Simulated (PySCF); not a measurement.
bromoethene (C2H3Br), SMILES C=CBr. Coordinates come from a PBE0-D3(BJ)/def2-TZVP optimisation.

TDDFT-PBE/def2-SVPD (PySCF) puts the lowest singlet excitations at 5.64, 5.67, 5.87, 6.47, 6.64, 7.16 eV.

Q: What are the lowest excitation roots from ADC(2)/aug-cc-pVDZ (PySCF)? (Estimate from the structure and the level; the computed values follow.)

A: 6.23, 6.60, 6.63, 7.01, 7.03, 7.27 eV. S1 differs by 0.59 eV (second minus first; roots are paired by order, and the bases may differ).
